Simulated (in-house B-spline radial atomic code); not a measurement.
**How G0W0 and RPA depend on the start: In II (In+)**

Configuration [Kr] 4d10 5s2. Computed with an all-electron radial atomic-structure program (B-spline basis): all electrons, scalar-relativistic (spin-free one-electron X2C), finite nucleus, each spin shell either full or empty, empty states to l = 9 with an (l + 1/2)⁻⁴ tail; G0W0 by contour deformation at full frequency.

```tsv
start	mean-field 5s (eV)	G0W0 (eV)	QP weight	RPA correlation (Eh)
Hartree-Fock	-17.291	-18.891	0.960	-3.4717
LDA VWN5	-15.292	-19.236	0.919	-3.8032
PBE	-14.915	-19.166	0.914	-3.7961
PBE0	-15.728	-19.097	0.934	-3.7048
r2SCAN	-15.107	?	?	?
HSE06	-15.399	-19.115	0.927	-3.7149
B3LYP (VWN-RPA)	-15.753	-19.161	0.931	-3.7246
SCAN	-15.265	-19.165	0.929	-3.7404
TPSS	-14.800	-19.148	0.914	-3.78
BHandHLYP	-16.555	-19.056	0.946	-3.6226
CAM-B3LYP	-17.158	-19.132	0.948	-3.6808
LC-wPBE	-18.153	-19.055	0.957	-3.6742
wB97X	-18.054	-19.086	0.957	-3.6583
PBEsol	-14.974	?	?	?
BLYP	-14.944	-19.210	0.914	-3.7983
r2SCAN0	-15.923	-19.094	0.941	-3.6677
LDA exchange-only	-14.107	-19.241	0.905	-3.8021
```

**Question.** What G0W0 level, weight and RPA correlation energy follow from the r2SCAN start?

**Answer.** G0W0 level -19.169 eV, weight 0.932, RPA correlation -3.7393 hartree.

**Question.** What G0W0 level, weight and RPA correlation energy follow from the PBEsol start?

**Answer.** G0W0 level -19.184 eV, weight 0.916, RPA correlation -3.799 hartree.

**Question.** How much of the dependence on the start does G0W0 remove?

**Answer.** The mean-field levels span 4.05 eV and the G0W0 levels 0.35 eV. Against 18.870 eV (NIST, measured) the G0W0 removal energies are off by +0.02 to +0.37 eV, with spin-orbit coupling, Breit and QED terms left out.
